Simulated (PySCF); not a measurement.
## Exercise with solution: oscillator strength and radiative lifetime

CH₅N₂, SMILES NC=[NH2+], charge +1.

Geometry optimised at PBE-D3(BJ)/def2-TZVP. One conformer was computed; it need not be the lowest.

TDDFT-B3LYP/def2-SVPD in PySCF puts the first singlet state with f over 0.02 at 7.49 eV (vertical), with the transition dipole (0.000, 1.357, 0.000) in atomic units.

Q: Find the oscillator strength, the wavelength and the radiative lifetime that this transition would have in vacuum if emission retraced absorption.

A: 
|μ|² = 1.8414 au, so |μ| = 3.45 D. ΔE = 7.49/27.211 = 0.2753 hartree. f = (2/3) ΔE |μ|² = 0.338 (the program prints 0.338).
λ = 1239.84/7.49 = 166 nm; ν = 60411 cm⁻¹.
Einstein's coefficient A = 0.6670 ν² f s⁻¹ (ν in cm⁻¹) = 8.2e8 s⁻¹, so τ = 1/A = 1.2 ns. This state is S1. The figure is the radiative limit of this one transition; relaxation, internal conversion, crossing to triplets and a medium change what is measured.
